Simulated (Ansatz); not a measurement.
Reaction (cleavage of the Si–Si bond): `F[Si]1([SiH3])[O][GeH2]1` + `S[SiH2]S` → `[SiH3]S[SiH2]S` + `F[SiH]1[O][GeH2]1`

Computed with Ansatz on PBE0-D4/def2-TZVP structures; ΔE is electronic, products minus reactants. CCSD(T)/CBS adds triple-zeta CCSD(T) − MP2 to the extrapolated MP2 energy (def2 sets, frozen cores). Functionals use def2-TZVPP. B3LYP here is the variant with VWN-RPA as its local correlation; programs differ in this. For Ge outer-core shells are correlated without core-valence functions, which leaves a few kJ/mol of doubt a bond. Scalar relativity is left out up to krypton. Each species was taken in one conformer, which may not be the lowest.

```
             level  ΔE (kJ/mol)  difference from CCSD(T)/CBS
            PBE-D4        -47.2                         12.9
         r2SCAN-D4        -56.0                          4.1
           PBE0-D4        -53.1                          7.0
          B3LYP-D4        -54.8                          5.3
           ωB97X-V        -57.3                          2.8
           ωB97M-V        -62.9                         -2.8
               PBE        -43.9                         16.2
            r2SCAN        -55.3                          4.8
              PBE0        -50.2                          9.9
     HF/def2-TZVPP        -62.1                         -2.0
    MP2/def2-TZVPP        -69.3                         -9.2
CCSD(T)/def2-TZVPP        -58.1                          2.0
     HF/def2-QZVPP        -62.6                         -2.5
    MP2/def2-QZVPP        -70.6                        -10.5
SCS-MP2/def2-QZVPP        -67.8                         -7.7
      HF/CBS(def2)        -62.7                         -2.6
       CCSD(T)/CBS        -60.1                            0
```

Largest T1 diagnostic among the species: 0.015.

From PBE to PBE0 (25 % exact exchange), in def2-TZVPP and without D4, ΔE moves by −6.3 kJ/mol. The D4 term adds −5.5 kJ/mol with B3LYP and −2.9 kJ/mol with PBE0; it sums over pairs of atoms, weighted by their polarisabilities, and B3LYP, whose exchange is more repulsive, gets the larger term.
